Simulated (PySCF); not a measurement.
Compound: C₅H₈Si.
Numbering: `[CH:1]#[C:2][C:3](=[CH2:4])[SiH2:5][CH3:6]` (hydrogens: H7 on C1; H8, H9 on C4; H10, H11 on Si5; H12, H13, H14 on C6)

Computed by this run: PBE0-D3(BJ)/def2-SVP geometry optimisation, gas phase (PySCF 2.14.0); density fitting, grid level 1; the optimiser is geomeTRIC in internal coordinates, started from a GFN2-xTB structure with every atom displaced at random (about 0.01 Å).

Geometry at step 0:
```
atom  x, y, z in Å
C1     -1.2605    1.9374    1.4442
C2     -1.1649    1.0492    0.6615
C3     -0.9854   -0.0369   -0.2235
C4     -1.7630   -0.2319   -1.2421
Si5     0.5287   -1.1533    0.1367
C6      2.1085   -0.1074   -0.0421
H7     -1.3953    2.7624    2.1060
H8     -2.6191    0.4219   -1.4420
H9     -1.6616   -1.0559   -1.8956
H10     0.4194   -1.6663    1.5279
H11     0.5082   -2.2544   -0.8116
H12     3.0015   -0.7096    0.1706
H13     2.1799    0.2994   -1.0548
H14     2.0963    0.7302    0.6570
```

**Question.** Give the atomic forces at this geometry.

**Answer.** 
```tsv
atom	Fx (eV/Å)	Fy (eV/Å)	Fz (eV/Å)
C1	-0.290	2.191	1.809
C2	0.254	-1.866	-1.569
C3	2.352	-0.139	2.195
C4	-2.407	0.469	-1.674
Si5	0.141	1.248	0.344
C6	-0.419	-0.532	0.057
H7	0.011	0.208	0.244
H8	0.022	0.072	-0.032
H9	0.297	-1.144	-0.928
H10	-0.012	-0.105	0.117
H11	-0.016	-0.625	-0.526
H12	0.093	-0.062	-0.041
H13	0.054	0.042	-0.230
H14	-0.080	0.241	0.234
```

The largest, 3.22 eV/Å, acts on C3; the rms over all components is 0.961 eV/Å. The forces sum to zero within rounding, as they must for an isolated molecule in no field.

**Question.** Give the force on C3 in Eh/bohr and in nN.

**Answer.** 3.220 eV/Å ÷ 51.422 = 0.06262 Eh/bohr, and 3.220 eV/Å × 1.602 = 5.16 nN.

**Question.** How far is this geometry from the end of the optimisation?

**Answer.** 0.202 eV above it, and 0.101 Å rms away after alignment. The bonds farthest from their final lengths, with half the difference of the two atoms' forces along the bond (positive lengthens):

```csv
bond,now (Å),final (Å),force along bond (eV/Å)
C3=C4,1.296,1.347,+2.90
Si5–H11,1.453,1.496,+0.99
C4–H9,1.057,1.094,+0.53
Si5–C6,1.903,1.875,-0.71
C1≡C2,1.188,1.216,+2.65
C3–Si5,1.915,1.893,-1.45
```

The angle farthest from its final value is C2–C1–H7, 176.3° against 178.7°.

Of the 6 listed bonds off by 0.010 Å or more, this force points towards the final length in 6.

What follows is the cost of the whole optimisation. Hardware: one thread of an Arm Neoverse V1, no GPU (shared host). Cost: 39 s, 0.50 GiB resident at most.
